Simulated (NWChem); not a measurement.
System: BeO; SMILES [Be]=[O]

Input file for NWChem:

```
start job
memory heap 200 mb stack 900 mb global 1100 mb
geometry units angstroms noautosym nocenter noautoz
  Be     0.000000     0.000000    -0.884930
  O      0.000000     0.000000     0.453405
end
basis spherical
  * library def2-svpd
end
dft
  xc pbe0
  iterations 150
end
tddft
  cis
  nroots 6
  notriplet
end
task tddft energy
```

Structure relaxed at the PBE0/def2-SVP level.

Vertical excitations in the gas phase.

Question: Give the results of this calculation. (PBE0/def2-SVPD, TDA.) Quantities: lowest excitation, singlet (eV); oscillator strength of that lowest state; lowest state with f > 0.02, singlet (eV); oscillator strength of that bright state; orbital gap (eV).

Answer: 
```json
{
  "lowest excitation, singlet (eV)": "1.73",
  "oscillator_strength_of_that_lowest_state": "0.017",
  "lowest state with f > 0.02, singlet (eV)": "3.03",
  "oscillator_strength_of_that_bright_state": "0.021",
  "orbital gap (eV)": "3.43"
}
```
